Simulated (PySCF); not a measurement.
Tb⁵²⁺: ionisation energy

Tb⁵²⁺ [Ne] 3s2 3p1 [3p1/2^1, M_J = 1/2] → Tb⁵³⁺ [Ne] 3s2, as a difference of total energies. Computed with PySCF 2.14 in an uncontracted even-tempered set (18 s from 14 bohr⁻², ratio 2.4; 14 p from 18 bohr⁻², ratio 2.4; 4 d from 62 bohr⁻², ratio 2.6; 4 f from 92 bohr⁻², ratio 2.6), with the two-component X2C-1e Hamiltonian. Correlated levels: 1s2 frozen; the 54 highest virtual spinors dropped. "Screened" scales the spin-orbit matrix elements by Boettger's factors to mimic the two-electron term; Breit and QED terms are absent.

```
                    method  ionisation energy (eV)
           GHF (spin-free)                  4742.0
          GMP2 (spin-free)                  4742.4
 GHF (screened spin-orbit)                  4882.4
GMP2 (screened spin-orbit)                  4882.5
```

Breit and QED terms and the two-electron picture change are absent.

The spin-free rows lack the spin-orbit shift.

For comparison: 4877 ± 4 eV (theoretical estimate listed by NIST; NIST Atomic Spectra Database, ionization energies).
